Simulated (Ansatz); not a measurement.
SnHMe2(SiH3) (C2H10SiSn). Total charge 0; triplet. Geometry PBE-D4/def2-SVP, that of the neutral singlet; atoms count from 1.

```csv
atom,x (Å),y (Å),z (Å)
Sn1,0.4730,-0.3973,0.1021
H2,1.6291,-1.6953,0.1575
C3,1.5010,1.4273,-0.4961
H4,2.3118,1.6498,0.2243
H5,0.7869,2.2732,-0.5080
H6,1.9379,1.3093,-1.5061
C7,-0.3545,-0.1183,2.0973
H8,-0.8679,-1.0399,2.4319
H9,-1.0804,0.7175,2.0905
H10,0.4614,0.1186,2.8074
Si11,-1.4039,-0.9749,-1.5869
H12,-0.8390,-1.2684,-2.9534
H13,-2.3655,0.1790,-1.7226
H14,-2.1900,-2.1805,-1.1380
```

In the def2 sets Sn takes a core potential; there is no spin–orbit coupling. At PBE0-D4/def2-TZVP a singlet of charge 0 lies 5.64 eV below the triplet at the same geometry.

(1) Estimate the Mulliken populations from the PBE0/def2-TZVP orbitals of Ansatz.

(2) Where does the spin sit?

(3) And the Mayer bond orders between heavy atoms (over 0.3)?

## Answers

(1) 
```
atom  charge (e)  spin (α − β)
 Sn1        0.38          0.72
  H2       -0.03         -0.01
  C3       -0.54          0.06
  H4        0.13          0.04
  H5        0.14          0.01
  H6        0.15          0.00
  C7       -0.55          0.06
  H8        0.16          0.00
  H9        0.14          0.01
 H10        0.13          0.04
Si11       -0.16          0.89
 H12        0.01          0.08
 H13        0.02          0.00
 H14        0.01          0.10
```
Mulliken values depend strongly on the basis.

(2) Summed by element: Sn 0.72, H 0.27, C 0.12, Si 0.89, of 2 unpaired in all. Largest on single atoms: Si11 0.89, Sn1 0.72, H14 0.10.

(3) Sn1–C3 0.73 (2.18 Å); Sn1–C7 0.73 (2.18 Å); Sn1–Si11 1.05 (2.59 Å).
